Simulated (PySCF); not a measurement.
Correlation energy of S²⁺ (sulfur, charge +2)

[Ne] 3s2 3p2, high-spin 3P determinant. Computed with PySCF 2.14 in an uncontracted even-tempered set (20 s from 0.028 bohr⁻², ratio 2.5; 14 p from 0.036 bohr⁻², ratio 2.5; 6 d from 0.67 bohr⁻², ratio 2.7; 5 f from 1 bohr⁻², ratio 2.7), with no relativity, point nucleus. Frozen: 1s2; 12 electrons correlated; the 22 highest virtual orbitals of each spin left out.

MP2 pair energies summed by pair of shells (mhartree):

```csv
pair,energy,share (%)
2p-2p,-196.86,51.1
2s-2p,-61.49,16.0
3s-3p,-41.42,10.7
2p-3s,-24.70,6.4
2p-3p,-19.05,4.9
3s-3s,-18.86,4.9
2s-2s,-10.04,2.6
3p-3p,-6.28,1.6
2s-3s,-3.52,0.9
2s-3p,-3.15,0.8
```

Total MP2 correlation energy: -385.37 mhartree.

Same-spin part -97.80 and opposite-spin part -287.58 mhartree; SCS-MP2 scales them by 1/3 and 6/5 to -377.69 mhartree.
